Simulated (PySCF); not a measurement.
## Working out the ionisation energy of Ge

Ge [Ar] 3d10 4s2 4p2 (3P) → Ge⁺ [Ar] 3d10 4s2 4p1 (2P). Calculation: PySCF 2.14, in dyall-av2z (16s12p8d, 92 functions); the non-relativistic Hamiltonian (point nucleus). Frozen: [Ar] 3d10; the 34 highest virtual orbitals dropped. Energies in hartree (1 hartree = 27.21139 eV):

| part | Ge (lower) | Ge⁺ (upper) |
| --- | --- | --- |
| UHF | -2075.339058 | -2075.065338 |
| CCSD correlation | -0.059952 | -0.048953 |
| (T) | -0.001104 | -0.000574 |

Problem. What does Hartree-Fock give?

Solution. (-2075.065338) − (-2075.339058) = 0.273720 hartree = 7.448 eV.

Problem. What do CCSD and CCSD(T) give?

Solution. The CCSD correlation energies differ by 0.010999 hartree = 0.299 eV and the triples by 0.000530 hartree = 0.014 eV, so CCSD gives 7.747 eV and CCSD(T) 7.761 eV.

Measured between the centres of the two terms (NIST): 7.925 eV, so CCSD(T) (valence) is off by -0.164 eV.

The calculation is non-relativistic.

A double-zeta basis recovers only part of the correlation energy.

What remains against the reference includes basis incompleteness, the frozen core and higher excitations.
